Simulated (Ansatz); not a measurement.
Mulliken charges of C$_{2}$H$_{5}$ClOSi (`Cl[SiH]1CCO1`) from PBE/def2-TZVPP in Ansatz (PBE0-D4/def2-TZVP geometry).

| atom | x (Å) | y (Å) | z (Å) | charge (e) |
| --- | --- | --- | --- | --- |
| Cl1 | -2.719 | -0.845 | -0.013 | -0.219 |
| Si2 | -1.107 | 0.399 | 0.211 | 0.505 |
| C3 | 0.374 | 0.044 | -0.862 | -0.284 |
| C4 | 1.007 | -0.344 | 0.493 | 0.052 |
| O5 | -0.073 | -0.050 | 1.422 | -0.329 |
| H6 | -1.672 | 1.759 | 0.349 | -0.078 |
| H7 | 0.288 | -0.773 | -1.576 | 0.096 |
| H8 | 0.841 | 0.904 | -1.341 | 0.097 |
| H9 | 1.879 | 0.258 | 0.756 | 0.081 |
| H10 | 1.266 | -1.403 | 0.563 | 0.078 |

By hand: the dipole of these point charges (1 e Å = 4.8032 D).

Σ q r = (0.497, 0.160, -0.291) e Å, of length 0.598 e Å = 2.87 D.

How does the dipole of the full density compare? (An estimate is asked.)

The calculation gave: (0.332, 0.116, -0.310) e Å, 2.25 D; the point charges give 1.28 times that, at 12° from its direction.

Point charges leave out the atoms' own dipoles, such as those of lone pairs, and Mulliken's split depends on the basis, so the two needn't agree.
